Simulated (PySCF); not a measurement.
Nonlinear optical response: `CC(=O)c1ccc(F)o1`, C$_{6}$H$_{5}$FO$_{2}$

Geometry:
| atom | x (Å) | y (Å) | z (Å) |
| --- | --- | --- | --- |
| C1 | -2.195 | 0.771 | 0.171 |
| C2 | -1.414 | -0.469 | -0.168 |
| O3 | -1.921 | -1.522 | -0.482 |
| C4 | 0.042 | -0.318 | -0.092 |
| C5 | 1.040 | -1.232 | -0.332 |
| C6 | 2.267 | -0.569 | -0.114 |
| C7 | 1.908 | 0.696 | 0.241 |
| F8 | 2.656 | 1.740 | 0.557 |
| O9 | 0.594 | 0.878 | 0.264 |
| H10 | -1.955 | 1.090 | 1.183 |
| H11 | -1.916 | 1.576 | -0.506 |
| H12 | -3.259 | 0.571 | 0.089 |
| H13 | 0.895 | -2.251 | -0.627 |
| H14 | 3.258 | -0.960 | -0.205 |

Computed with quadratic response BHandHLYP/def2-SVPD first hyperpolarisability, Taylor convention, gas phase in PySCF 2.14.0. Geometry: GFN2-xTB.

Task: Give β for the processes computed.

Result: In 10⁻³⁰ esu, Taylor convention; the vector part is βᵢ = ⅓ Σⱼ (βᵢⱼⱼ + βⱼᵢⱼ + βⱼⱼᵢ); β∥ is 3/5 of the vector part along the dipole, the dipole points from − to +:
| process | λ (nm) | β vector norm | β∥ | β HRS | depolarisation ratio |
| --- | --- | --- | --- | --- | --- |
| static β(0;0,0) | ∞ | 4.44 | 2.60 | 1.87 | 4.69 |
| second harmonic β(−2ω;ω,ω) | 1064 | 5.90 | 3.44 | 2.49 | 4.75 |
| Pockels β(−ω;ω,0) | 1064 | 4.85 | 2.84 | – | – |
| second harmonic β(−2ω;ω,ω) | 800 | 7.69 | 4.47 | 3.24 | 4.81 |
| Pockels β(−ω;ω,0) | 800 | 5.22 | 3.04 | – | – |

Task: Which lowest excitations, dipole and polarisabilities go with it?

Result: S1 4.36 eV (f = 0.000); S2 5.16 eV (f = 0.358); S3 6.61 eV (f = 0.001); dipole 2.10 D; isotropic α 75.1 au static, 76.0 au at 1064 nm, 76.8 au at 800 nm, 79.4 au at 532 nm, 83.9 au at 400 nm.
